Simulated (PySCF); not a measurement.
Sn(NH2)2 (H4N2Sn), SMILES [NH2][Sn][NH2] (connectivity only; charge and spin as stated), neutral, multiplicity 1.

The structure is a stationary point at B3LYP-D3(BJ)/def2-SVP. The def2 effective core potentials stand for the cores of Sn; spin–orbit coupling is left out. One conformer was computed; it need not be the lowest.

Method: CAM-B3LYP/def2-TZVPD run with PySCF.

Isolated molecule, no solvent.

**Question.** Estimate the frontier levels, gap, dipole moment and polarisability. (Estimate from the structure and the level; the computed values follow.)

**Answer.** 
The highest occupied level comes out as -8.01 eV and the lowest empty level is -0.46 eV. The orbital gap is 7.55 eV. The dipole moment is 0.10 D. The quadrupole, principal values (traceless, Buckingham form, about the centre of nuclear charge) comes out as -4.32, 1.00, 3.32 D·Å. The mean static polarisability is 63.6 bohr³ (9.42 Å³) and the polarisability, principal values is 52.6, 65.5, 72.6 bohr³.
